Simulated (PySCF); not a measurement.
AuBr at PBE0

Computed with PBE0; PySCF, scalar-relativistic core potentials, basis sets Au def2-TZVPP with ECP60, Br def2-TZVPP.

* state: ¹Σ⁺ (singlet), closed shell
* bond length: 2.346 Å
* harmonic wavenumber: 255 cm⁻¹
* force constant: 2.16 mdyn/Å
* rotational constant Be: 0.05437 cm⁻¹
* anharmonicity ωexe: 0.651 cm⁻¹
* vibration–rotation constant αe: 0.000183 cm⁻¹
* well depth De to Au (5d10 6s1) + Br: 2.67 eV
* dissociation energy D0: 2.65 eV
* HOMO–LUMO gap: 3.93 eV
* bond order (Mayer): 1.12
* dipole moment (positive dipole means Au(−)Br(+)): -3.55 D

Spin–orbit coupling is left out, which matters for elements this heavy, above all for dissociation energies.
